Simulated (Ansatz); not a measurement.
CF3O3S, charge -1, singlet, geometry from GFN2-xTB (a gas-phase anion, which may not be bound at this level); Ansatz (a program for electronic structure) with SVWN5/6-311G**.

Ansatz was given this input:
Ansatz 0.2 input:
```yaml
crystal:
  periodic: [false, false, false]
  atoms:
    - {symbol: O, position_ang: [1.43759940, -0.31893974, 1.17113549]}
    - {symbol: S, position_ang: [0.92357543, -0.03591358, -0.15049648]}
    - {symbol: O, position_ang: [1.20167442, 1.28840781, -0.66027026]}
    - {symbol: O, position_ang: [1.03510126, -1.11234754, -1.10960410]}
    - {symbol: C, position_ang: [-0.92892797, 0.03612172, 0.15136868]}
    - {symbol: F, position_ang: [-1.26275110, 0.99198614, 1.03329425]}
    - {symbol: F, position_ang: [-1.40924817, -1.11942013, 0.63811600]}
    - {symbol: F, position_ang: [-1.61673848, 0.29420318, -0.97256107]}
basis:
  gaussian:
    orbitals: 6-311G__.json
    final_grid: {core_spheres: 10, valence_spheres: 20, degree: 41}
hamiltonian:
  xc: {name: SVWN5}
total_charge: -1
```
The basis file holds 6-311G** in the JSON format of the Basis Set Exchange.

The log (banner, timings and long lists left out):

```
Functional definition: SVWN5
1316 factors; their error is unknown
mean field evaluation 1: about -26018.2009 eV, gradient 8.6e1 eV
mean field evaluation 2: about -25946.1316 eV, gradient 2.2e2 eV
mean field evaluation 4: about -26029.5847 eV, gradient 1.1e1 eV
mean field evaluation 8: about -26029.8386 eV, gradient 2.6e-1 eV
mean field evaluation 16: about -26029.7799 eV, gradient 8.7e-5 eV
mean field -26029.77989770 eV, -956.5767676221 hartree, gradient 8.7e-5 eV, S^2 0.000000; 0 other end points of the search recorded, 0 dependent functions left out
reference -26029.77992813 eV, -956.5767687402 hartree; 37, 37 occupied and 116, 116 virtual orbitals, 1316 factors
Total energy: -26029.77992813 eV, -956.5767687402 hartree
```
